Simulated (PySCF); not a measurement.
# The third ionisation energy along group 6

All values are computed (PySCF 2.14, energy differences of UHF-based or UKS calculations, no spin-orbit coupling). Values in eV. The last column holds reference values (NIST; (s) semi-empirical, (t) theoretical, else measured). Unmarked ones compare directly (S terms, centres of terms, or small fine structure); those marked * lie between the lowest fine-structure levels and include a spin-orbit shift.

```csv
element,configurations,LDA,PBE0,r2SCAN,SCS-MP2 (valence),CCSD (valence),CCSD(T) (valence),reference
"Cr (aug-cc-pVDZ, non-relativistic)",[Ar] 3d4 → [Ar] 3d3,32.370,31.796,31.532,30.349,30.799,30.804,30.959 ± 0.025 *
"Mo (aug-cc-pVDZ-PP with ECP28MDF, ECP)",[Kr] 4d4 → [Kr] 4d3,27.539,27.240,27.111,26.225,26.567,26.571,27.13 ± 0.12 (s) *
"W (aug-cc-pVDZ-PP with ECP60MDF, ECP)",[Xe] 4f14 5d4 → [Xe] 4f14 5d3,26.318,25.958,25.854,24.913,25.240,25.243,26 ± 0.4 (s) *
```

"Valence" correlates the outer s and p shells and, in groups 3 to 12 and the f block, the outer d or f shell, open or full, or the next shell where the ion has no valence electron left; the wider scheme adds the next inner shell.
